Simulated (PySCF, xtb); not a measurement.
In(I) cation (IIn), SMILES [I][In] (connectivity only; charge and spin as stated), charge +1, multiplicity 2.

Harmonic wavenumbers (cm⁻¹) from GFN2-xTB in xtb at its own minimum, in rising order: 78.

**Question.** What does PBE-D3(BJ)/def2-TZVP in PySCF give at its own minimum? (An estimate is asked for; the answer gives what the named calculation found.)

**Answer.** 82. Paired by order, the mean absolute difference is 4 cm⁻¹ and the zero-point energies are 0.1 and 0.1 kcal/mol.
